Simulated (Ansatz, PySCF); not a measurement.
CH5NO2Si2, SMILES N#CO[Si@H](O)[SiH3]. Atoms are numbered in the order given.

```xyz
11

N      2.2535    -0.8107     1.5024
C      1.8425    -0.2936     0.5457
O      1.3905     0.2703    -0.5073
Si    -0.2841     0.6581    -0.7413
O     -0.6680     2.0034     0.1335
Si    -1.5318    -1.2222    -0.0917
H     -0.3133     1.0439    -2.1674
H     -0.8278     1.9089     1.0779
H     -0.9589    -2.4558    -0.7046
H     -2.9385    -1.0254    -0.5549
H     -1.5086    -1.3226     1.3981
```

The structure is a stationary point at PBE0-D3(BJ)/def2-SVP. The structure was generated by enumeration; whether it is a known compound was not checked. One conformer was computed; it need not be the lowest.

Two levels are set side by side: PBE-D3(BJ)/def2-SVP (Ansatz, a first-principles code) and PBE0-D3(BJ)/def2-SVP (Ansatz). Each level has its own optimised geometry; the coordinates shown are those of the second. Frequencies come from the Hessian of PySCF at each geometry. Differences are taken from unrounded values.

```tsv
quantity	PBE0-D3(BJ)	PBE-D3(BJ)	PBE-D3(BJ) minus PBE0-D3(BJ)
mean bond length (Å)	1.509	1.522	0.013
bond N1–C2 (Å)	1.163	1.179	0.016
bond C2–O3 (Å)	1.277	1.290	0.012
bond O3–Si4 (Å)	1.735	1.756	0.022
bond Si4–O5 (Å)	1.650	1.668	0.018
bond Si4–Si6 (Å)	2.348	2.357	0.009
bond Si4–H7 (Å)	1.478	1.489	0.011
bond O5–H8 (Å)	0.963	0.974	0.012
bond Si6–H9 (Å)	1.492	1.502	0.010
bond Si6–H10 (Å)	1.494	1.504	0.010
bond Si6–H11 (Å)	1.493	1.503	0.010
highest harmonic wavenumber (cm⁻¹)	3923	3754	-169
mean harmonic wavenumber (cm⁻¹)	1002	964	-37
zero-point energy (kcal/mol)	38.67	37.22	-1.44
```

GGA bonds tend to be longer and softer than those of functionals with exact exchange. Differences between two approximate levels are no errors against the true value.
